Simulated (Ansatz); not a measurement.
## Interaction energy ladder

The pair of AsH3 (SMILES [AsH3], atoms 1–4) and SbH3 (SMILES [SbH3], atoms 5–8), both closed shells, in one local arrangement (a lower one may exist), relaxed at PBE0-D4/def2-TZVP:

```
atom    x (Å)    y (Å)    z (Å)
 As1   0.1114  -0.1301  -2.5438
  H2   0.8696  -0.8696  -1.4507
  H3   0.2996   1.2083  -1.8440
  H4  -1.2244  -0.3640  -1.8525
 Sb5  -0.6255   0.2883   1.6340
  H6  -0.0421  -1.3016   1.4198
  H7  -0.3080   0.2235   3.3129
  H8   0.9193   0.9453   1.3244
```

Program: Ansatz 0.2.0. Basis: def2-TZVPPD, with def2-QZVPPD for the basis limit. Cores are frozen in the correlated methods. Filled d shells of the heavier atoms are correlated. Core potentials replace the inner electrons of the atoms past krypton. The def2 sets are not built for correlating such inner shells, so the correlated values are less sure here. Extrapolation: Hartree–Fock as exp(−7.88 √X), correlation as X^−2.97. Interaction energies count from these two fragments, frozen as in the pair, with the counterpoise correction; negative means bound.

(1) What is the interaction energy by CCSD(T) at an estimated basis limit (MP2 extrapolated from triple and quadruple zeta, plus CCSD(T) − MP2 in triple zeta)? (An estimate is asked for; the value comes from the calculation.)

(2) Which atoms make the shortest contact between the fragments?

T1 diagnostic: at most 0.015.

## Answers

(1) The calculation gives: -5.7 kJ/mol. Hartree–Fock alone gives 4.3 kJ/mol at the basis limit, so without correlation the pair would not bind at this distance. Plain CCSD(T) in triple zeta gives -4.0 kJ/mol; the step to the limit is large here, so the limit is uncertain. It counts from the two fragments frozen as in the pair.

(2) H2 and H6, 3.04 Å apart.

Basis-set superposition shift (counterpoise-corrected less uncorrected): CCSD(T) 2.7; MP2 2.8; HF 0.4; PBE0-D4 0.4; wB97M-V 0.5 kJ/mol.

For scale, one of the runs: CCSD(T)/def2-TZVPPD, 212 basis functions, launched by `ansatz run in.yaml --threads 4 --pin off --events-out ev --progress --plain --max-ram 9574MiB`. Hardware: 4 CPU threads of an Arm Neoverse V2, shared host. Wall time 99 s; peak host memory 3.2 GiB.
